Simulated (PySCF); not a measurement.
## C5H7N2: g tensor and hyperfine couplings

Compound: C5H7N2 (doublet state).
Cartesian coordinates in Å at the GFN2-xTB level; atoms count from 1:
```
atom  x, y, z in Å
C1    -2.4958   -0.6916   -0.2027
C2    -1.2432   -0.1284   -0.0770
C3    -0.9069    1.2547    0.0929
N4     0.3887    1.4289    0.1772
N5     0.9437    0.2174    0.0712
C6     2.3676    0.0698    0.1222
C7     0.0226   -0.7503   -0.0820
H8    -2.6159   -1.7515   -0.3258
H9    -3.3765   -0.0785   -0.1784
H10   -1.5781    2.0880    0.1483
H11    2.7457   -0.3617   -0.8073
H12    2.7967    1.0595    0.2632
H13    2.6600   -0.5742    0.9542
H14    0.2907   -1.7823   -0.1783
```

The hyperfine couplings belong to this conformer and change with its torsions.

As a line formula: `[CH2]C1=CN(C)N=C1` [radical].

Method used: UKS B3LYP, pcH-1 on C H N, non-relativistic, mean-field spin-orbit, GIAO (PySCF 2.14.0). Geometry: GFN2-xTB; no solvent, vibrations or thermal averaging. The geometry wasn't refined by DFT: couplings that depend on bond lengths, twists or pyramidal angles can differ widely from those at the functional's own minimum. Stability of the SCF solution: not tested.

| Quantity | Value |
| --- | --- |
| g1, g2, g3 | 2.00217, 2.00252, 2.00299 |
| g_iso | 2.00256 |
| Form of g | rhombic: the two nearest values differ by 43 % of g3 − g1 |
| ⟨S²⟩ | 0.7647 (exact 0.7500) |
| HOMO–LUMO gap, α and β orbitals | 4.80, 5.05 eV |
| Total energy | -304.19826 Eh |
| Basis functions | 245 |

Isotropic coupling and dipolar principal values T1 to T3, in MHz; ρ(0) is the spin density at the nucleus:

```
atom  isotope  a_iso     T1     T2     T3  Mulliken spin population  ρ(0) (bohr⁻³)
  C1      13C   62.4  -61.5  -60.4  122.0                      0.81         0.0555
  C2      13C  -41.3  -16.2    5.1   11.1                     -0.18        -0.0368
  C3      13C   15.4  -12.8  -11.5   24.3                      0.15         0.0137
  N4      14N   -1.7   -2.7    1.3    1.4                     -0.04        -0.0053
  N5      14N    2.0   -3.8   -3.5    7.3                      0.04         0.0063
  C6      13C   -3.6   -0.6   -0.3    0.9                     -0.01        -0.0032
  C7      13C   24.7  -24.4  -23.2   47.7                      0.30         0.0220
  H8       1H  -48.1  -28.5   -0.6   29.1                     -0.04        -0.0108
  H9       1H  -48.8  -29.3   -0.4   29.7                     -0.04        -0.0109
 H10       1H  -10.5   -5.0   -1.9    6.9                     -0.01        -0.0024
 H11       1H    9.4   -1.4   -1.2    2.6                      0.01         0.0021
 H12       1H    0.0   -1.4   -1.1    2.5                      0.00         0.0000
 H13       1H    9.2   -1.4   -1.2    2.6                      0.01         0.0021
 H14       1H  -19.9  -10.3   -1.5   11.8                     -0.01        -0.0045
```

The largest Mulliken spin populations are on C1 (+0.81), C7 (+0.30), C2 (-0.18) and C3 (+0.15). The angles at C1 add up to 360.0°, so it is planar; its axial dipolar tensor and the negative couplings of its protons fit spin in a p orbital normal to that plane.

Axes: g2 points within 4° of the C1–C2 bond and g3 points within 14° of the C7–H14 bond.

Under fast tumbling the dipolar parts average out, and these isotropic splittings remain (the largest six): 1 × 1H (H9, I = 1/2, 2 lines) with 1.74 mT, 1 × 1H (H8, I = 1/2, 2 lines) with 1.72 mT, 1 × 1H (H14, I = 1/2, 2 lines) with 0.71 mT, 1 × 1H (H10, I = 1/2, 2 lines) with 0.38 mT, 3 × 1H (H11/H12/H13, I = 1/2, 4 lines) with 0.22 mT and 1 × 14N (N5, I = 1, 3 lines) with 0.07 mT.

Nuclei that the bonding pattern makes equivalent are averaged, as if the motion that swaps them (rotation, inversion, ring flip) were fast. H8 and H9 aren't averaged: C1 is flat or nearly so (angle sum 360°), and its turn about the short C1–C2 bond (1.38 Å) is taken as slow. The three 1H nuclei of mean +6.2 MHz run from 0.0 to 9.4 MHz in the frozen geometry.

The 13C coupling of C1 (62.4 MHz) shows only in satellite lines or after enrichment, since that isotope makes up about 1.07 % of natural carbon.
